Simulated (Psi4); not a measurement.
C₂H₅Cl₂In (SMILES C[CH2][In]([Cl])[Cl]), singlet, at a GFN2-xTB geometry (such geometries of metal compounds can be far from the true shape) (core potentials on In); PBE/def2-TZVPPD (Psi4).

Psi4 was given this input:
```
memory 2 GB

molecule mol {
0 1
In    0.068882    0.130556   -0.007309
Cl   -0.542669   -1.678770    1.308495
Cl    1.413866    1.637138    1.142693
C    -0.629336    0.304506   -2.164012
C    -1.428573   -0.915174   -2.560522
H     0.277052    0.424132   -2.756964
H    -1.215741    1.221993   -2.208765
H    -2.304909   -1.033485   -1.922670
H    -0.826298   -1.820756   -2.483040
H    -1.768222   -0.817352   -3.593412
}

set {
  basis def2-tzvppd
  reference rks
}

energy('pbe')
print_variables()
```

The log (banner, timings and long lists left out):

```
   => Loading Basis Set <=

    Name: DEF2-TZVPPD
    Role: ORBITAL
    Keyword: BASIS

    !!!  WARNING: ECP capability is in beta. Please check occupations closely.  !!!

         ---------------------------------------------------------
                                   SCF
               by Justin Turney, Rob Parrish, Andy Simmonett
                          and Daniel G. A. Smith
                              RKS Reference
         ---------------------------------------------------------

  ==> Geometry <==

    Molecular point group: c1
    Full point group: C1

    Geometry (in Angstrom), charge = 0, multiplicity = 1:

       Center              X                  Y                   Z               Mass
    ------------   -----------------  -----------------  -----------------  -----------------
         IN           0.032409056312     0.111030002616    -0.077977786775   114.903878776000
         CL          -0.579141943688    -1.698295997384     1.237826213225    34.968852682000
         CL           1.377393056312     1.617612002616     1.072024213225    34.968852682000
         C           -0.665808943688     0.284980002616    -2.234680786775    12.000000000000
         C           -1.465045943688    -0.934699997384    -2.631190786775    12.000000000000
         H            0.240579056312     0.404606002616    -2.827632786775     1.007825032230
         H           -1.252213943688     1.202467002616    -2.279433786775     1.007825032230
         H           -2.341381943688    -1.053010997384    -1.993338786775     1.007825032230
         H           -0.862770943688    -1.840281997384    -2.553708786775     1.007825032230
         H           -1.804694943688    -0.836877997384    -3.664080786775     1.007825032230

  Running in c1 symmetry.

  Rotational constants: A =      0.07163  B =      0.04492  C =      0.02790 [cm^-1]
  Rotational constants: A =   2147.35925  B =   1346.63115  C =    836.41744 [MHz]
  Nuclear repulsion =  376.859072163567362

  Charge       = 0
  Multiplicity = 1
  Electrons    = 72
  Nalpha       = 36
  Nbeta        = 36

  ==> Algorithm <==

  SCF Algorithm Type is DF.
  DIIS enabled.
  MOM disabled.
  Fractional occupation disabled.
  Guess Type is SAD.
  Energy threshold   = 1.00e-06
  Density threshold  = 1.00e-06
  Integral threshold = 1.00e-12

  ==> Primary Basis <==

  Basis Set: DEF2-TZVPPD
    Blend: DEF2-TZVPPD
    Number of shells: 113
    Number of basis functions: 317
[...]
   @DF-RKS iter   5: -1189.42746775086039   -5.20382e-02   3.30731e-04 DIIS/ADIIS
   @DF-RKS iter   6: -1189.43184268593450   -4.37494e-03   1.31300e-04 DIIS/ADIIS
   @DF-RKS iter   7: -1189.43268715318072   -8.44467e-04   2.58742e-05 DIIS
   @DF-RKS iter   8: -1189.43270805089674   -2.08977e-05   1.20795e-05 DIIS
   @DF-RKS iter   9: -1189.43271540073738   -7.34984e-06   2.74336e-06 DIIS
   @DF-RKS iter  10: -1189.43271576376674   -3.63029e-07   6.48986e-07 DIIS
  Energy and wave function converged.

  ==> Post-Iterations <==

   Electrons on quadrature grid:
      Ntotal   =   71.9999760552 ; deviation = -2.394e-05

    Orbital Energies [Eh]
    ---------------------

    Doubly Occupied:

[...]
    Virtual:

[...]
    Final Occupation by Irrep:
              A
    DOCC [    36 ]
    NA   [    36 ]
    NB   [    36 ]

  @DF-RKS Final Energy: -1189.43271576376674

   => Energetics <=

    Nuclear Repulsion Energy =            376.8590721635673617
    One-Electron Energy =               -2463.1677627772578489
    Two-Electron Energy =                 982.3794878684451533
    DFT Exchange-Correlation Energy =     -85.5035130185214740
    Empirical Dispersion Energy =           0.0000000000000000
    VV10 Nonlocal Energy =                  0.0000000000000000
    Total Energy =                      -1189.4327157637667369

Computation Completed

Properties will be evaluated at   0.000000,   0.000000,   0.000000 [a0]

Properties computed using the SCF density matrix

 Multipole Moments:

 ------------------------------------------------------------------------------------
     Multipole            Electronic (a.u.)      Nuclear  (a.u.)        Total (a.u.)
 ------------------------------------------------------------------------------------

 L = 1.  Multiply by 2.5417464519 to convert [e a0] to [Debye]
 Dipole X            :          8.1154495           -8.6072356           -0.4917861
 Dipole Y            :          9.6582744           -9.5646897            0.0935847
 Dipole Z            :          7.7412515           -9.2284788           -1.4872272
 Magnitude           :                                                    1.5692216

 ------------------------------------------------------------------------------------

  Variable Map:
  ----------------------------------------------------------------------------
[...]
  Array Variable Map:
  ----------------------------------------------------------------------------
[...]
[...]
```
